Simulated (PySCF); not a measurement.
Cl²⁺: excitation energy

Cl²⁺ [Ne] 3s2 3p3 (4S) → Cl²⁺ [Ne] 3s2 3p2 3d1 (high-spin determinant), as a difference of total energies. All numbers are calculated (PySCF 2.14, no relativity, point nucleus, in aug-cc-pwCVTZ (8s7p5d3f, 75 functions)). Correlated levels: valence and next inner shell: 1s2 frozen. The calculations carry no spin-orbit coupling.

```json
{"method": "UHF", "excitation energy (eV)": "19.410"}
{"method": "MP2 (valence and next inner shell)", "excitation energy (eV)": "18.836"}
{"method": "SCS-MP2 (valence and next inner shell)", "excitation energy (eV)": "18.802"}
{"method": "CCSD (valence and next inner shell)", "excitation energy (eV)": "18.978"}
{"method": "CCSD(T) (valence and next inner shell)", "excitation energy (eV)": "18.380"}
```

Question: How much does correlation contribute at CCSD(T) (valence and next inner shell)?

Answer: 18.380 − (19.410) = -1.030 eV, measured against UHF.

A first-order spin-orbit estimate (lowest level to lowest level, LS coupling) adds -0.064 eV.

The promoted electron is Rydberg-like, and one or two diffuse shells describe it only roughly, which tends to raise the upper state.

The coupled-cluster amplitudes are large for the upper state (T1 above 0.03 or a double amplitude above 0.15), so a single reference is strained.

The determinant of the upper state mixes LS terms, which raises its energy above the lowest term, most at the Hartree-Fock and MP2 levels.
